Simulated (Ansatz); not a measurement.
`C[Te][GeH3]` + H₂ → `[GeH3][TeH]` + CH₄ at 700 K and 1 bar (hydrogenolysis of a Te–C bond).

Calculated with Ansatz (gas phase, PBE0-D4/def2-TZVP geometries, no zero-point term in ΔE). CBS: MP2 limit from def2 TZ/QZ plus the TZ coupled-cluster correction, frozen cores. This one scheme is used for every species. def2 core potentials past Kr. For Ge, Te outer-core shells are correlated without core-valence functions, which leaves a few kJ/mol of doubt a bond. Scalar relativity is left out up to krypton.

```csv
species,CCSD(T)/CBS energy (Eh),H − E (kJ/mol),S (J/(mol·K))
`C[Te][GeH3]`,-2385.51123,226.2,455.1
H₂,-1.17544,46.8,155.3
`[GeH3][TeH]`,-2346.24724,128.8,384.0
CH₄,-40.46206,145.9,224.0
```

H − E and S are ideal-gas, rigid-rotor, harmonic terms from PBE0-D4/def2-TZVP. The MP2-based limit puts H₂ 0.8 mEh under its directly extrapolated value; such offsets cancel only in part. 1 Eh = 2625.50 kJ/mol, R = 8.31446 J/(mol·K).

By hand: ΔE, ΔH, ΔS and ΔG.

ΔE = (-2346.24724) + (-40.46206) − (-2385.51123) − (-1.17544) = -0.02263 Eh = -59.4 kJ/mol. Δ(H − E) = 128.8 + 145.9 − 226.2 − 46.8 = 1.7, so ΔH = -57.7 kJ/mol. ΔS = 384.0 + 224.0 − 455.1 − 155.3 = -2.4 J/(mol·K). ΔG = -57.7 − 700 × (-2.4)/1000 = -56.0 kJ/mol.

By hand: the equilibrium constant, and the temperature at which ΔG would vanish if ΔH and ΔS stayed fixed.

log₁₀ K = −ΔG/(RT ln 10) = 4.2. ΔG = 0 at ΔH/ΔS = 24042 K, far beyond where these terms or the molecules hold.

The number of gas molecules stays the same, so ΔS is small and ΔH decides. A doubt of 5 kJ/mol in ΔE shifts log₁₀ K by 0.4 here. These are equilibria of isolated gas molecules and say nothing of rates. Largest T1 diagnostic: 0.011 (customary marks: 0.02 for closed shells, 0.045 for open ones).
